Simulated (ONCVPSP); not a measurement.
# Co: ONCV pseudisation with PBE, scalar-relativistic reference atom.

The input file (ONCVPSP 4.0.1):

```
# ATOM AND REFERENCE CONFIGURATION
# atsym  z   nc   nv     iexc    psfile
  Co 27.00    3    4        4      upf
#
#   n    l    f
    1    0    2.00
    2    0    2.00
    2    1    6.00
    3    0    2.00
    3    1    6.00
    3    2    7.00
    4    0    2.00
#
# PSEUDOPOTENTIAL AND OPTIMIZATION
# lmax
    2
#
#   l,   rc,      ep,       ncon, nbas, qcut
    0    1.45    0.00    3    7    9.30
    1    1.30    0.00    4    7   11.70
    2    1.35    0.00    5   10   10.70
#
# LOCAL POTENTIAL
# lloc, lpopt,  rc(5),   dvloc0
    4    5    1.20    2.00
#
# VANDERBILT-KLEINMAN-BYLANDER PROJECTORs
# l, nproj, debl
    0    3    1.20
    1    2    0.80
    2    2    1.30
#
# MODEL CORE CHARGE
# icmod, fcfact, rcfact
    3    1.50    1.60
#
# LOG DERIVATIVE ANALYSIS
# epsh1, epsh2, depsh
   -5.00    5.00    0.04
#
# OUTPUT GRID
# rlmax, drl
    6.00    0.01
#
# TEST CONFIGURATIONS
# ncnf
    4
# nvcnf
#   n    l    f
    4
    3    0    2.00
    3    1    6.00
    3    2    7.00
    4    0    1.00
#
    4
    3    0    2.00
    3    1    6.00
    3    2    7.00
    4    0    0.00
#
    4
    3    0    2.00
    3    1    6.00
    3    2    6.00
    4    0    0.00
#
    4
    3    0    2.00
    3    1    6.00
    3    2    7.50
    4    0    1.50
#
```

Command:

```bash
oncvpsp.x < Co.dat > Co.out
```

The program printed (shortened: citation, most of the input echo, consistency checks and plot data are left out):

```
ONCVPSP  (Optimized Norm-Conservinng Vanderbilt PSeudopotential)
scalar-relativistic version 4.0.1

#   n    l    f        energy (Ha)
    1    0    2.00    -2.7904129E+02
    2    0    2.00    -3.3037771E+01
    2    1    6.00    -2.8294827E+01
    3    0    2.00    -3.7633027E+00
    3    1    6.00    -2.4121014E+00
    3    2    7.00    -3.0149814E-01
    4    0    2.00    -2.0102196E-01

Reference configufation results
  iterations    28
  all-electron total energy (Ha)   -1.39314596D+03

Begin loop to  construct optimized pseudo wave functions
and semi-local pseudopoentials for all angular momenta

   Wellstate for l =  0  n =  5
     eigenvalue =   0.9990
     asymptotic potential =   1.4990
     half-point radius =  3.7002

Calculating optimized projector #   1

 for l=   0

    Fraction of norm inside rc  0.974372
    Optimizing pswf for qcut=   9.31 a_B^-1,  ecut=  43.37 Ha
    Residual kinetic energy error=  1.68D-07 Ha

    Energy error per electron        Cutoff
         Ha          eV             Ha
         0.01000     0.27211       10.16
         0.00100     0.02721       22.05
         0.00010     0.00272       29.85
         0.00001     0.00027       35.26

Calculating optimized projector #   2

 for l=   0

    Fraction of norm inside rc  0.060545
    Optimizing pswf for qcut=   9.31 a_B^-1,  ecut=  43.37 Ha
    Residual kinetic energy error=  1.27D-07 Ha

    Energy error per electron        Cutoff
         Ha          eV             Ha
         0.01000     0.27211        7.60
         0.00100     0.02721       15.86
         0.00010     0.00272       28.25
         0.00001     0.00027       34.66

Calculating optimized projector #   3

 for l=   0

    Fraction of norm inside rc  0.086239
    Optimizing pswf for qcut=   9.31 a_B^-1,  ecut=  43.37 Ha
    Residual kinetic energy error=  3.42D-07 Ha

    Energy error per electron        Cutoff
         Ha          eV             Ha
         0.01000     0.27211        8.60
         0.00100     0.02721       22.20
         0.00010     0.00272       31.01
         0.00001     0.00027       36.82

WARNING wellstate: negative energy specified for n= 4 l=  1
WARNING scattering state with energy  0.25000000
WARNING will be used for the first projector

   Wellstate for l =  1  n =  4
     eigenvalue =   0.2500
     asymptotic potential =   0.7500
     half-point radius =  3.1487

Calculating optimized projector #   1

 for l=   1

    Fraction of norm inside rc  0.915512
    Optimizing pswf for qcut=  11.69 a_B^-1,  ecut=  68.31 Ha
    Residual kinetic energy error=  3.76D-08 Ha

    Energy error per electron        Cutoff
         Ha          eV             Ha
         0.01000     0.27211       30.36
         0.00100     0.02721       39.45
         0.00010     0.00272       47.41
         0.00001     0.00027       54.44

Calculating optimized projector #   2

 for l=   1

    Fraction of norm inside rc  0.055535
    Optimizing pswf for qcut=  11.69 a_B^-1,  ecut=  68.31 Ha
    Residual kinetic energy error=  4.53D-09 Ha

    Energy error per electron        Cutoff
         Ha          eV             Ha
         0.01000     0.27211       22.77
         0.00100     0.02721       32.41
         0.00010     0.00272       41.01
         0.00001     0.00027       48.28

   Wellstate for l =  2  n =  4
     eigenvalue =   0.9985
     asymptotic potential =   1.4985
     half-point radius =  2.9353

Calculating optimized projector #   1

 for l=   2

    Fraction of norm inside rc  0.753669
    Optimizing pswf for qcut=  10.69 a_B^-1,  ecut=  57.11 Ha
    Residual kinetic energy error=  1.75D-04 Ha

    Energy error per electron        Cutoff
         Ha          eV             Ha
         0.01000     0.27211       44.06
         0.00100     0.02721       51.49
         0.00010     0.00272       71.77
         0.00001     0.00027      199.92

Calculating optimized projector #   2

 for l=   2

    Fraction of norm inside rc  0.120391
    Optimizing pswf for qcut=  10.69 a_B^-1,  ecut=  57.11 Ha
    Residual kinetic energy error=  1.56D-04 Ha

    Energy error per electron        Cutoff
         Ha          eV             Ha
         0.01000     0.27211       42.24
         0.00100     0.02721       51.08
         0.00010     0.00272       59.48
         0.00001     0.00027      140.41

Construct Vanderbilt / Kleinmman-Bylander projectors

B matrix Hermiticity error, ll=   0
   1   2    3.5085E-04
   1   3   -5.2809E-04
   2   3    4.0799E-05

  Orthonormal projector coefficients  7.0880E+00  6.5725E-01 -6.0061E-01

B matrix Hermiticity error, ll=   1
   1   2    3.0028E-04

  Orthonormal projector coefficients -3.8831E+00 -5.7761E-01

B matrix Hermiticity error, ll=   2
   1   2    1.5662E-04

  Orthonormal projector coefficients -1.2345E+01 -3.8372E+00

Model core correction analysis
  based on d2Exc/dn_idn_j

d2excae - all-electron derivatives

   -4.339375D-02   -4.017488D-02   -2.886895D-02   -1.929596D-03
   -4.017511D-02   -3.846471D-02   -2.849927D-02   -2.298839D-03
   -2.886939D-02   -2.849953D-02   -2.608453D-02   -6.826850D-03
   -1.929424D-03   -2.298500D-03   -6.825291D-03   -3.164991D-02

d2excps - pseudofunction derivatives with no core correction

   -5.387489D-02   -4.156669D-02   -2.955009D-02   -2.800297D-03
   -4.156846D-02   -3.972624D-02   -3.090871D-02   -2.416378D-03
   -2.955035D-02   -3.090890D-02   -2.775616D-02   -6.722189D-03
   -2.800812D-03   -2.416046D-03   -6.720631D-03   -3.170538D-02

rms 2nd derivative error    2.874747E-03

rmatch, rhocmatch    0.3943   49.7202

Teter function model core charge with specified parameters

d2excps - pseudofunction derivatives with core correction

   -4.247837D-02   -3.813062D-02   -2.848007D-02   -2.067792D-03
   -3.813068D-02   -3.737224D-02   -2.987126D-02   -2.211683D-03
   -2.848018D-02   -2.987139D-02   -2.723050D-02   -6.660330D-03
   -2.067616D-03   -2.211334D-03   -6.658769D-03   -3.165829D-02

rms 2nd derivative error    9.962225E-04

Pseudoatom total energy -144.595290

Diagnostic tests using Vanderbilt-Kleinman-Bylander pseudopotentials
  1 or more projectors used as specified by nproj input data

   l    rcore       rmatch      e in        delta e   norm test  slope test

   0   1.4527869   1.4968967  -3.7633027   0.0000058   1.0002107   1.0001871
   0   1.4527869   1.4968967  -0.2010220   0.0000048   1.0000399   1.0000202
   0   1.4527869   1.4968967   0.9989780   0.0000576   1.0002116   1.0002116

   1   1.3044825   1.3440894  -2.4121014  -0.0000102   1.0001924   1.0001971
   1   1.3044825   1.3440894   0.2500000   0.0000163   1.0002653   1.0002653

   2   1.3521540   1.3932083  -0.3014981  -0.0000032   1.0001155   1.0001258
   2   1.3521540   1.3932083   0.9985019   0.0000042   1.0002446   1.0002446

 Testing for bound ghosts
   n   l    E NL Schr. Eq   E Basis Diag.   E Cutoff

   1   0       -3.763297       -3.763297    125.44
   2   0       -0.201017       -0.117293    125.44

   2   1       -2.412112       -2.412095    131.44

   3   2       -0.301501       -0.297408    303.19

 Testing for highly-localized positive-energy ghosts
       l    <radius>/rc     E Basis Diag.   E Cutoff

Test configuration 0

   n   l     f        eae           eps        diff
   1   0  2.0000 -279.04129361
   2   0  2.0000  -33.03777093
   2   1  6.0000  -28.29482653
   3   0  2.0000   -3.76330270   -3.76329688    5.82D-06
   3   1  6.0000   -2.41210144   -2.41211164   -1.02D-05
   3   2  7.0000   -0.30149814   -0.30150131   -3.17D-06
   4   0  2.0000   -0.20102196   -0.20101716    4.81D-06

    Total energies and differences
      AE_ref= -1.39314596D+03  AE_tst= -1.39314596D+03  dif=  0.00D+00
      PS_ref= -1.44595290D+02  PS_tst= -1.44595290D+02  dif=  7.96D-13
      PSP excitation error= -7.96D-13

Test configuration 1

   n   l     f        eae           eps        diff
   1   0  2.0000 -279.36759378
   2   0  2.0000  -33.35691557
   2   1  6.0000  -28.61456758
   3   0  2.0000   -4.08745788   -4.08775456   -2.97D-04
   3   1  6.0000   -2.73676600   -2.73683266   -6.67D-05
   3   2  7.0000   -0.62324404   -0.62349700   -2.53D-04
   4   0  1.0000   -0.46903058   -0.46896523    6.54D-05

    Total energies and differences
      AE_ref= -1.39314596D+03  AE_tst= -1.39281409D+03  dif=  3.32D-01
      PS_ref= -1.44595290D+02  PS_tst= -1.44263420D+02  dif=  3.32D-01
      PSP excitation error= -1.98D-06

Test configuration 2

   n   l     f        eae           eps        diff
   1   0  2.0000 -279.74961545
   2   0  2.0000  -33.72818336
   2   1  6.0000  -28.98672406
   3   0  2.0000   -4.46431717   -4.46535082   -1.03D-03
   3   1  6.0000   -3.11384592   -3.11416194   -3.16D-04
   3   2  7.0000   -0.99457889   -0.99526710   -6.88D-04

    Total energies and differences
      AE_ref= -1.39314596D+03  AE_tst= -1.39219723D+03  dif=  9.49D-01
      PS_ref= -1.44595290D+02  PS_tst= -1.43646611D+02  dif=  9.49D-01
      PSP excitation error=  4.48D-05

Test configuration 3

   n   l     f        eae           eps        diff
   1   0  2.0000 -280.48161099
   2   0  2.0000  -34.48219464
   2   1  6.0000  -29.73874515
   3   0  2.0000   -5.17238321   -5.17495949   -2.58D-03
   3   1  6.0000   -3.81319088   -3.81380897   -6.18D-04
   3   2  6.0000   -1.65982375   -1.65803251    1.79D-03

    Total energies and differences
      AE_ref= -1.39314596D+03  AE_tst= -1.39087905D+03  dif=  2.27D+00
      PS_ref= -1.44595290D+02  PS_tst= -1.42328541D+02  dif=  2.27D+00
      PSP excitation error=  1.61D-04

Test configuration 4

   n   l     f        eae           eps        diff
   1   0  2.0000 -278.94652011
   2   0  2.0000  -32.93115435
   2   1  6.0000  -28.18933915
   3   0  2.0000   -3.66790455   -3.66787146    3.31D-05
   3   1  6.0000   -2.31946675   -2.31925491    2.12D-04
   3   2  7.5000   -0.22212581   -0.22238988   -2.64D-04
   4   0  1.5000   -0.17973602   -0.17961112    1.25D-04

    Total energies and differences
      AE_ref= -1.39314596D+03  AE_tst= -1.39318126D+03  dif= -3.53D-02
      PS_ref= -1.44595290D+02  PS_tst= -1.44630690D+02  dif= -3.54D-02
      PSP excitation error=  9.96D-05
```

The run took about 3.7 s on one core of a shared server CPU.
